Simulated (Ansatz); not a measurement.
## One step, several reactants

Ligand exchange through a proton shuttle: in every member these bonds form or tighten: F–H, H–O, N–Si; these break or loosen: F–H, H–N, O–Si. Only the spectator groups change.

Gas-phase electronic energies, without zero-point energy, by CCSD(T) at an estimated basis limit (MP2 extrapolated from triple and quadruple zeta, plus CCSD(T) − MP2 in triple zeta); Ansatz 0.2.0, def2-TZVPP and QZVPP, frozen cores, on PBE0-D4/def2-TZVP structures. Extrapolation: Hartree–Fock as exp(−7.88 √X), correlation as X^−2.97. All energies, in eV, count from the separated reactants, without counterpoise correction; the start and end structures are the complexes reached by relaxing down from the saddle, and deeper ones may exist. Brackets give SMILES, or, where every atom is bracketed, only which atoms are joined. Steps whose reference was doubtful or whose search ended elsewhere are left out.

| reactants | products | start structure | saddle | end structure | saddle by PBE-D4/TZ |
| --- | --- | --- | --- | --- | --- |
| Si₂H₄OF₂ ([F][SiH]([F])[O][SiH3]) + NH₃ + HF | SiNH₃F₂ ([NH2][SiH]([F])[F]) + SiH₄O ([OH][SiH3]) + HF | -0.174 | ? | -0.007 | -0.195 |
| Si₂H₃OF₃ ([F][Si]([F])([F])[O][SiH3]) + NH₃ + HF | SiNH₂F₃ ([NH2][Si]([F])([F])[F]) + SiH₄O ([OH][SiH3]) + HF | -0.729 | 0.294 | -0.014 | -0.189 |
| Si₂H₃ClOF₂ ([F][Si]([F])([Cl])[O][SiH3]) + NH₃ + HF | SiNH₂ClF₂ ([NH2][Si]([F])([F])[Cl]) + SiH₄O ([OH][SiH3]) + HF | -0.658 | 0.348 | -0.012 | -0.134 |
| Si₂H₄O₂F₂ ([OH][Si]([F])([F])[O][SiH3]) + NH₃ + HF | SiNH₃OF₂ ([NH2][Si]([OH])([F])[F]) + SiH₄O ([OH][SiH3]) + HF | -0.809 | 0.417 | -0.018 | -0.068 |

(1) What is the height of the saddle for Si₂H₄OF₂ ([F][SiH]([F])[O][SiH3]) + NH₃ + HF? (An estimate is asked for; the value comes from the calculation.)

(2) How do the PBE-D4 saddles lie against the coupled-cluster estimate?

No T1 diagnostic of these runs exceeds 0.012.

For scale, one of the runs: CCSD(T)/def2-TZVPP, 382 basis functions, launched by `ansatz run in.yaml --threads 4 --pin off --events-out ev --progress --plain --max-ram 46080MiB --backend cuda --devices 0, --max-vram 37GiB`. Time: 21 s of wall clock on 4 CPU threads of an AMD EPYC 7R13 and a share of one NVIDIA H100; the host was shared. Peak host memory: 0.92 GiB.

Answers

(1) The calculation gives: 0.292 eV relative to the separated reactants, the lowest of the series; above its start structure the barrier is 0.292 − (-0.174) ≈ 0.465 eV.

(2) All lower, by 0.482 to 0.487 eV.
